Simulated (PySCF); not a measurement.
Computed IR spectrum (relative IR intensity) of a molecule C2H4Cl2OSi. Geometry: PBE-D3(BJ)/def2-SVP. The values are those of a single conformer. All values below come from PBE-D3(BJ)/def2-SVP run with PySCF. Frequencies are harmonic and unscaled.

Lines under 2 % of the strongest are left out, and lines within 2 cm⁻¹ are merged.

| ν (cm⁻¹) | relative intensity |
|---|---|
| 64 | 2.2 |
| 113 | 7.4 |
| 223 | 14 |
| 255 | 8.9 |
| 271 | 19 |
| 501 | 19 |
| 604 | 99 |
| 706 | 28 |
| 800 | 100 |
| 912 | 19 |
| 961 | 8.7 |
| 978 | 6.6 |
| 996 | 6.1 |
| 1369 | 7.4 |
| 1621 | 4.7 |
| 3060 | 3.5 |
| 3771 | 43 |

Task: Identify the compound among the candidates.
A) O=CC[SiH](Cl)Cl
B) C=C[Si](O)(Cl)Cl
C) Cl[Si]1(Cl)COC1
D) C=CO[SiH](Cl)Cl

Result: B, C=C[Si](O)(Cl)Cl
